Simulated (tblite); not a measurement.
Species: C3H13FSSi3.
SMILES with atom numbers: `[F:1][CH2:2][CH2:3][C:4]([SiH3:5])([SiH3:6])[S:7][SiH3:8]` (hydrogens: H9, H10 on C2; H11, H12 on C3; H13, H14, H15 on Si5; H16, H17, H18 on Si6; H19, H20, H21 on Si8)

Computed geometry: GFN2-xTB, gas phase.

Question: Give the optimised bond lengths and angles.

Answer: 
```json
{"bond": "F1–C2", "length (Å)": "1.375", "order": "single"}
{"bond": "C2–C3", "length (Å)": "1.522", "order": "single"}
{"bond": "C3–C4", "length (Å)": "1.520", "order": "single"}
{"bond": "C4–Si5, C4–Si6", "length (Å)": "1.916", "order": "single"}
{"bond": "C4–S7", "length (Å)": "1.862", "order": "single"}
{"bond": "S7–Si8", "length (Å)": "2.144", "order": "single"}
{"bond": "C2–H9, C2–H10", "length (Å)": "1.094", "order": "single"}
{"bond": "C3–H11, C3–H12", "length (Å)": "1.095", "order": "single"}
{"bond": "Si5–H13 and 5 like bonds", "length (Å)": "1.462", "order": "single"}
{"bond": "Si8–H19, Si8–H20, Si8–H21", "length (Å)": "1.456", "order": "single"}
```

Bonds in one row agree within 0.01 Å and their mean is given. Orders are formal, as drawn. A selection of angles:
```json
{"angle": "F1–C2–C3", "degrees": "110.0"}
{"angle": "C2–C3–C4", "degrees": "114.0"}
{"angle": "C3–C4–Si5", "degrees": "112.9"}
{"angle": "C3–C4–Si6", "degrees": "110.7"}
{"angle": "C3–C4–S7", "degrees": "111.2"}
{"angle": "Si5–C4–Si6", "degrees": "111.4"}
{"angle": "Si5–C4–S7", "degrees": "102.9"}
{"angle": "Si6–C4–S7", "degrees": "107.3"}
{"angle": "C4–S7–Si8", "degrees": "108.4"}
```

Torsions: F1–C2–C3–C4 -170° (antiperiplanar); C2–C3–C4–Si5 -54° (synclinal); C3–C4–S7–Si8 44° (synclinal). The mirror-image conformer, all signs reversed, is as good.

Si5 (SiH3 silicon) is tetrahedral (angles from 107.1° to 110.6°). Si8 (SiH3 silicon) is distorted tetrahedral (angles from 101.0° to 112.8°). Of the pairs four or more bonds apart, Si8···H11 is among the closest relative to their van der Waals radii: 2.85 Å, 86 % of the sum of Bondi's values.

Point group: C1 (no symmetry element, even within 0.4 Å). Its GFN2-xTB frequencies are all real (lowest 45 cm⁻¹). One conformer, not necessarily the lowest. 3 starts were optimised and ended at 0.00, 0.14 and 3.20 kcal/mol (GFN2-xTB); the lowest of these is shown.
